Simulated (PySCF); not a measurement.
**Spinor energies of Zr (zirconium, neutral)**

Start: [Kr] 4d1 5s2 5p1; 4d5/2 filled at m_j = +5/2; 5p3/2 filled at m_j = +3/2. Calculated with PySCF 2.14 in x2c-TZVPall-2c (8s9p7d1f, 77 functions): generalised Hartree-Fock with the X2C-1e Hamiltonian and a Gaussian nucleus; one run each with spin-orbit coupling (SO) switched off, then screened by Boettger's factors. This is a chosen level, not necessarily the ground level.

```csv
spinor shell,electrons,"ε, spin-free (eV)","ε, screened SO (eV)",weight of nominal j (screened SO),"rms radius, screened SO (bohr)"
1s1/2,2,-18101.4,-18100.5,1.000,0.0426
2s1/2,2,-2583.2,-2582.9,1.000,0.176
2p1/2,2,-2297.8,-2356.9,1.000,0.154
3s1/2,2,-457.59,-457.45,1.000,0.488
3p1/2,2,-361.88,-371.61,1.000,0.489
3p3/2,4,-361.88,-357.15,1.000,0.499
3d3/2,4,-204.65,-206.02,0.999,0.493
3d5/2,6,-204.65,-203.55,0.999,0.497
4s1/2,2,-71.500,-71.408,1.000,1.29
4p3/2,4,-43.740,-43.194,0.970,1.47
4p1/2,2,-43.740,-44.703,0.939,1.44
4d5/2,1,-10.740,-10.609,1.000,2.31
5s1/2,2,-7.788,-7.823,0.796,3.62
5p3/2,1,-4.165,-4.078,1.000,5.36
```

Task: Where does 2p3/2 lie, and what is the 2p spin-orbit splitting (screened SO)?

Result: At -2269.8 eV, 87.073 eV above 2p1/2.

```
   quantity    spin-free  screened SO
E (hartree)  -3595.89480  -3596.23843
        M_J            4            4
       ⟨J²⟩       22.784       23.148
       ⟨L²⟩       14.188       14.466
       ⟨S²⟩        2.596        2.660
```

The determinant has a definite M_J but mixes levels of different J.

Each row is a mean over spinors that exchange with the open shell spreads, by up to 3.492 eV (4p3/2).

Rows whose weight is well below 1 are mixtures of j = l ± 1/2: exchange outweighs spin-orbit coupling there, and the label is only the starting occupation.

Breit and QED terms are absent; they matter most for the inner s and p1/2 levels.

Densities and radii are taken from the X2C orbitals without a picture-change correction, which distorts them close to the nucleus.

Without spin-orbit coupling the j labels of p, d and f shells carry no meaning; the spin-free column gives the mean over the occupied spinors of each nl shell, and its ⟨J²⟩ belongs to a mixture of degenerate components.
